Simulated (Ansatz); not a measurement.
```yaml
crystal:
  periodic: [false, false, false]
  atoms:
    - {symbol: F, position_ang: [-1.409636, -0.053172, -1.273027]}
    - {symbol: Mo, position_ang: [-0.027277, -0.048379, -0.016703]}
    - {symbol: F, position_ang: [-1.294903, -0.517728, 1.216093]}
    - {symbol: F, position_ang: [0.170684, -1.818998, -0.326836]}
    - {symbol: D, position_ang: [1.443582, 0.348792, -1.656893]}
    - {symbol: Cl, position_ang: [-0.358267, 2.181652, 0.353744]}
    - {symbol: Cl, position_ang: [1.543696, -0.217962, 1.516074]}
basis:
  gaussian: {orbitals: ANO-RCC-VTZP}
magnetization: {spin_polarized: true, initial_magnetization: 2}
hamiltonian: {xc: {name: wPBEh}, pseudopotentials: {relativity: scalar}}
output: {forces: true}
```

```sh
$ ansatz run in.yaml --threads 4 --pin off --events-out ev --progress --plain --max-ram 11315MiB
```

It prints (some lines left out):

```
Error: YAML parse error: error: line 8 column 16: `D` is not an element symbol (H … Og, case-exact)
 6 |     - {symbol: F, position_ang: [-1.294903, -0.517728, 1.216093]}
 7 |     - {symbol: F, position_ang: [0.170684, -1.818998, -0.326836]}
 8 |     - {symbol: D, position_ang: [1.443582, 0.348792, -1.656893]}
 9 |     - {symbol: Cl, position_ang: [-0.358267, 2.181652, 0.353744]}
10 |     - {symbol: Cl, position_ang: [1.543696, -0.217962, 1.516074]}
```

In this input an element symbol is wrong. The program refused the input.
